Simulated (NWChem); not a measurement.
C$_{2}$H$_{4}$ClNOSi; SMILES C#C[Si@](N)(O)Cl

```xyz
10

C      1.0381    -2.7021     0.1029
C      0.4784    -1.6121     0.0164
Si    -0.3611     0.0126    -0.0182
N     -1.3205     0.4018     1.3638
O     -1.2906    -0.0183    -1.3987
Cl     1.1023     1.4919    -0.0796
H      1.5347    -3.6616     0.1700
H     -0.8655     0.8706     2.1507
H     -2.0058    -0.2842     1.6925
H     -1.8767     0.7564    -1.4777
```
Atoms are numbered in this order, from 1.

Results from NWChem. Pople sets run with spherical d functions. All runs use the structure optimised with PBE-D3(BJ)/def2-SVP. Level PBE0/6-31G*: single points from the atomic guess with DIIS by default; each run changes one setting, and all converged runs end within 0.3 mHa of each other. cgmin counts macro-iterations, each dearer than a DIIS step.

Which setting needs the most SCF iterations, or fails (core-Hamiltonian guess; defaults; DIIS on 20 Fock matrices; occupation smearing of 0.005 Ha; quadratically convergent solver (cgmin); level shift of 0.5 Ha throughout)?

core-Hamiltonian guess, with 15 against 10 for the defaults.
```json
[
 {"setting": "defaults", "SCF iterations": "10"},
 {"setting": "occupation smearing of 0.005 Ha", "SCF iterations": "10"},
 {"setting": "level shift of 0.5 Ha throughout", "SCF iterations": "11"},
 {"setting": "quadratically convergent solver (cgmin)", "SCF iterations": "4"},
 {"setting": "core-Hamiltonian guess", "SCF iterations": "15"},
 {"setting": "DIIS on 20 Fock matrices", "SCF iterations": "8"}
]
```
